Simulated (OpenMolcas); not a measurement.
An OpenMolcas run meant for C (ANO-R1, X2C; inactive shells 1s; intended active space 4 electrons in 4 orbitals (2s 2p)). One step of its input:

```
&RASSCF
FileOrb=start.orb
Symmetry=1
Spin=4
nActEl=4 0 0
Inactive=1 0
Ras2=1 3
CIRoot=6 6 1
SDav=6
CIMx=300
Iter=77 100
PrWF=0.3
OrbListing=Nothing
MaxOrb=0
Atom
CIOnly
>>> COPY $Project.JobIph JOB001
```

Lines from the output:

```
--- SEWARD ---
Basis set label: C.ANO-R...3S2P1D.

      Electronic valence basis set:
      ------------------
      Associated Effective Charge   6.000000 au
      Associated Actual Charge      6.000000 au
      Nuclear Model: Finite nucleus - Gaussian distribution
        Gaussian exponent, Xi/bohr**(-2):  6.80775E+08

      Shell  nPrim  nBasis  Cartesian Spherical Contaminant
         s      12       3        X
         p       7       2        X
         d       3       1                 X
                  Relativistic X2C integrals
                  Atomic mean-field integrals
--- RASSCF ---

 Nr of active orbitals     NAC=   4
 Spin degeneracy         ISPIN=   4
 There can be no such wave function.
 ************************************************
--- Stop Module: rasscf at  /rc=_RC_INPUT_ERROR_ ---
.####################.
.# User input error #.
.####################.
```

Question: What is wrong with the input?

Answer: The spin multiplicity does not fit the number of active electrons: an even count needs an odd multiplicity and the reverse.
